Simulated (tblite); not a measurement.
C₅H₈N₂Si.
Geometry (GFN2-xTB, Å), atoms numbered from 1 in this order:
```xyz
16
C5H8N2Si angstrom
C     -2.568    0.563    0.678
C     -1.262    0.678    0.461
C     -0.419   -0.374   -0.042
C     -0.700   -1.670   -0.403
N      0.429   -2.298   -0.821
C      1.374   -1.414   -0.718
N      0.941   -0.209   -0.250
Si     1.925    1.216    0.014
H     -3.150    1.384    1.058
H     -3.096   -0.355    0.487
H     -0.761    1.617    0.666
H     -1.639   -2.187   -0.390
H      2.400   -1.590   -0.970
H      1.840    1.561    1.433
H      3.270    0.805   -0.372
H      1.407    2.282   -0.844
```

Computed values, GFN2-xTB/tblite, gas phase, harmonic and unscaled. Errors from tens to a few hundred cm⁻¹ against measured bands are possible. Modes of hydrogen on silicon can be 10 to 20 % off. One conformer, not necessarily the lowest.

Harmonic wavenumbers (cm⁻¹): 73.3, 125.5, 144.3, 160.4, 240.3, 251.9, 445.2, 500.2, 545.7, 591.6, 598.7, 632.8, 690.0, 703.6, 767.0, 775.7, 795.6, 796.1, 815.8, 872.1, 910.3, 1001.4, 1019.7, 1097.7, 1124.9, 1152.5, 1259.6, 1276.8, 1310.4, 1365.6, 1408.8, 1476.9, 1547.5, 1666.0, 2274.8, 2278.8, 2314.2, 3040.2, 3115.8, 3142.4, 3169.7, 3172.5.

A = 2293, B = 1693, C = 985.1 MHz; mass 124.046 u (most abundant isotopes); point group Cs, symmetry number 1.

Question: What is the zero-point energy?

Answer: ½Σν̃ = 25326 cm⁻¹ = 302.97 kJ/mol.

Question: Give the ideal-gas entropy at 298.15 K and 1 bar in the rigid-rotor, harmonic-oscillator model (classical rotation).

Answer: Translation 168.98, rotation 120.59, vibration 90.86: S = 380.4 J/(mol K).

Question: And Cp and H(298.15 K) − H(0)?

Answer: Cp = 144.08 J/(mol K), of which vibrations give 110.82 (their classical limit is 42 R = 349.2); H(298.15 K) − H(0) = 25.25 kJ/mol without the zero-point energy, 15.33 from vibrations.

Question: How do the functions run with temperature in this model?

Answer: 
| T (K) | S (J/(mol K)) | Cp (J/(mol K)) | H − H(0) (kJ/mol) | G − H(0) (kJ/mol) | ln q(vib) |
| --- | --- | --- | --- | --- | --- |
| 150 | 305.1 | 83.4 | 8.48 | -37.28 | 1.81 |
| 250 | 356.9 | 123.9 | 18.79 | -70.42 | 3.76 |
| 400 | 428.3 | 182.6 | 41.94 | -129.38 | 6.90 |
| 600 | 513.7 | 238.1 | 84.42 | -223.78 | 11.23 |
| 900 | 620.6 | 288.1 | 164.05 | -394.50 | 17.47 |

q(vib) and H(0) count from the zero-point level.

Question: What must be added to the electronic energy to get the Gibbs energy at 298.15 K and 1 bar?

Answer: ZPE + [H(298.15 K) − H(0)] − T·S = 302.97 + 25.25 − 113.42 = 214.80 kJ/mol.

Hindered rotation and anharmonicity are outside this model. Other conformers, if any are populated, would add a mixing term that is left out.
